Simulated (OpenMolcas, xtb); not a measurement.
**C2H7NSi (SMILES NC1C[SiH2]1): methods side by side**

C2H7NSi has 11 atoms, charge 0, and is taken as a singlet. As SMILES, `NC1C[SiH2]1`. The shape is that of a PBE0-D4/def2-TZVP optimisation. This is one conformer, not always the lowest.

```xyz
11

N    -1.3372    0.8261   -0.3142
C     0.0481    0.5874   -0.0151
C     0.2961   -0.5197    1.0252
Si    0.8450   -0.9559   -0.6851
H    -1.4504    1.2883   -1.2060
H    -1.7740    1.4015    0.3975
H     0.7014    1.4542    0.1186
H     1.0251   -0.3117    1.8013
H    -0.6079   -0.9970    1.3906
H     2.2887   -0.9399   -1.0055
H     0.0303   -1.8901   -1.4868
```

Quantity: the energy change with the C2–H7 bond stretched from 1.094 to 1.422 Å, in eV. The values are calculated.

```csv
level,kind,program,value (eV),less CCSD(T)/def2-SVP
GFN0-xTB,semi-empirical,xtb,0.89,+0.01
HF/def2-SVP (unrestricted),Hartree–Fock,OpenMolcas,1.06,+0.18
SVWN5/def2-SVP (restricted),LDA,OpenMolcas,0.77,-0.11
BLYP/def2-SVP (restricted),GGA,OpenMolcas,0.74,-0.14
revPBE/def2-SVP (restricted),GGA,OpenMolcas,0.75,-0.13
r2SCAN/def2-SVP (restricted),meta-GGA,OpenMolcas,0.84,-0.04
B3LYP/def2-SVP (restricted),global hybrid,OpenMolcas,0.85,-0.03
B2PLYP/def2-SVP (restricted),double hybrid,OpenMolcas,0.89,+0.01
MP2/def2-SVP (restricted),perturbation theory,OpenMolcas,0.93,+0.05
CCSD(T)/def2-SVP (restricted),coupled cluster or CI,OpenMolcas,0.88,0.00
```

Differences are taken from CCSD(T)/def2-SVP (restricted) for orientation; it has basis-set and higher-order errors of its own. The first shape isn't each level's own minimum. The values span 0.74 to 1.06 eV.
